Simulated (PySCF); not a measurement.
**Relaxation of singlet SeO2**

All numbers come from PBE0/[Se def2-TZVP, O def2-TZVP], no relativity, density fitting, PySCF. A (50,194) grid was used.

A start displaced from a saddle point along its imaginary mode, of C2v symmetry, held to at least that symmetry:

Coordinates in bohr (charge 0 multiplicity 1):
```
Se    0.0229   -0.0878    0.0000
O    -0.0572    0.2194    3.1208
O    -0.0572    0.2194   -3.1208
```

At each step, columns x, y, z (Å) and Fx, Fy, Fz (eV/Å):

```
step 0  E − E(last) = 249.48 kJ/mol
Se   0.012  -0.046   0.000   0.863  -3.304   0.000
O   -0.030   0.116   1.651  -0.432   1.652  -0.829
O   -0.030   0.116  -1.651  -0.432   1.652   0.829
step 1  E − E(last) = 125.73 kJ/mol
Se   0.065  -0.249   0.000   0.586  -2.244   0.000
O   -0.057   0.218   1.603  -0.293   1.122  -2.844
O   -0.057   0.218  -1.603  -0.293   1.122   2.844
step 2  E − E(last) = 78.08 kJ/mol
Se   0.132  -0.505   0.000  -1.087   4.173   0.000
O   -0.090   0.346   1.497   0.544  -2.086  -4.435
O   -0.090   0.346  -1.497   0.544  -2.086   4.435
step 3  E − E(last) = 24.41 kJ/mol
Se   0.117  -0.448   0.000  -0.282   1.079   0.000
O   -0.083   0.317   1.455   0.141  -0.540  -2.542
O   -0.083   0.317  -1.455   0.141  -0.540   2.542
step 4  E − E(last) = 3.91 kJ/mol
Se   0.122  -0.466   0.000   0.447  -1.726   0.000
O   -0.085   0.326   1.350  -0.224   0.863   0.789
O   -0.085   0.326  -1.350  -0.224   0.863  -0.789
step 5  E − E(last) = 0.05 kJ/mol
Se   0.130  -0.500   0.000  -0.033   0.119   0.000
O   -0.089   0.343   1.344   0.016  -0.059  -0.145
O   -0.089   0.343  -1.344   0.016  -0.059   0.145
step 6  E − E(last) = 0.00 kJ/mol
Se   0.131  -0.502   0.000  -0.005   0.011  -0.001
O   -0.090   0.344   1.340   0.002  -0.005  -0.006
O   -0.090   0.344  -1.340   0.002  -0.005   0.006
step 7  E − E(last) = 0.00 kJ/mol
Se   0.131  -0.501   0.000  -0.002  -0.001   0.000
O   -0.090   0.344   1.340   0.001   0.001   0.000
O   -0.090   0.344  -1.340   0.001   0.001   0.000
```

It ends at C2v with Se–O 1.599 Å (×2); O–Se–O 113.8°. A frequency run shows a minimum. Other isomers or separated fragments may lie lower.

The relaxation took 14 s on 2 threads of a shared Arm Neoverse V1 host, with 110 basis functions and 8 gradients; the process peaked at 0.94 GiB. Launch command: `OMP_NUM_THREADS=2 python axn.py task.json out`.
